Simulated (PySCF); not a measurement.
# Fractional electron number in Tc⁻ (technetium, charge -1)

The 4d beta orbital of [Kr] 4d6 5s2 is emptied in steps (occupation f), with all orbitals relaxed, ending at [Kr] 4d5 5s2. All numbers are calculated (PySCF 2.14, scalar relativity through the core potential, in aug-cc-pVTZ-PP with ECP28MDF (6s6p5d3f2g, 88 functions)). The exact energy is a straight line in f; departures are measured from the line between the end points of the same method.

| f | LDA (eV) |
| --- | --- |
| 1 | 0.000 |
| 0.9 | -0.287 |
| 0.7 | -0.702 |
| 0.5 | -0.867 |
| 0.3 | -0.751 |
| 0.1 | -0.342 |
| 0 | 0.000 |

```
method  E(f=0) − E(f=1) (eV)  −ε at f=1 (eV)  −ε at f=0.5 (eV)
   LDA                 0.988          -2.118             0.841
```

Orbital energy along the path (eV):

```json
{"f": "1", "LDA": "2.118"}
{"f": "0.9", "LDA": "1.638"}
{"f": "0.7", "LDA": "0.494"}
{"f": "0.5", "LDA": "-0.841"}
{"f": "0.3", "LDA": "-2.312"}
{"f": "0.1", "LDA": "-3.655"}
{"f": "0", "LDA": "-4.703"}
```

At f = 1 the orbital energy is positive for LDA: only the finite basis holds the electron.
